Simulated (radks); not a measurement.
Results of a calculation; reference values are marked as such.
Mean orbital radii <r> (bohr) of the molybdenum ion Mo16+, [Ar] 3d8, at several levels of relativity; Dirac values are averaged over j with weights 2j + 1. Spin-unpolarised spherical Kohn-Sham, LDA (Slater exchange, Perdew-Wang correlation), point nucleus unless stated (finite: rms radius 4.4091 fm), a radial shooting solver on a logarithmic mesh with Libxc functionals. A level marked "c x" has the speed of light scaled by that factor and shares open shells by 2j + 1; other Dirac levels either fill j = l - 1/2 first or share by 2j + 1.

1s: non-rel. 0.03634; scalar-rel., finite nucleus 0.03520; Dirac, 2j+1 shares 0.03520; Dirac, 2j+1 shares, finite nucleus 0.03520; change of magnitude, last against first (%) -3.13
2s: non-rel. 0.1586; scalar-rel., finite nucleus 0.1536; Dirac, 2j+1 shares 0.1533; Dirac, 2j+1 shares, finite nucleus 0.1533; change of magnitude, last against first (%) -3.33
2p: non-rel. 0.1358; scalar-rel., finite nucleus 0.1337; Dirac, 2j+1 shares 0.1336; Dirac, 2j+1 shares, finite nucleus 0.1336; change of magnitude, last against first (%) -1.64
3s: non-rel. 0.4282; scalar-rel., finite nucleus 0.4173; Dirac, 2j+1 shares 0.4170; Dirac, 2j+1 shares, finite nucleus 0.4170; change of magnitude, last against first (%) -2.60
3p: non-rel. 0.4195; scalar-rel., finite nucleus 0.4147; Dirac, 2j+1 shares 0.4145; Dirac, 2j+1 shares, finite nucleus 0.4145; change of magnitude, last against first (%) -1.20
3d: non-rel. 0.3881; scalar-rel., finite nucleus 0.3882; Dirac, 2j+1 shares 0.3882; Dirac, 2j+1 shares, finite nucleus 0.3882; change of magnitude, last against first (%) +0.04
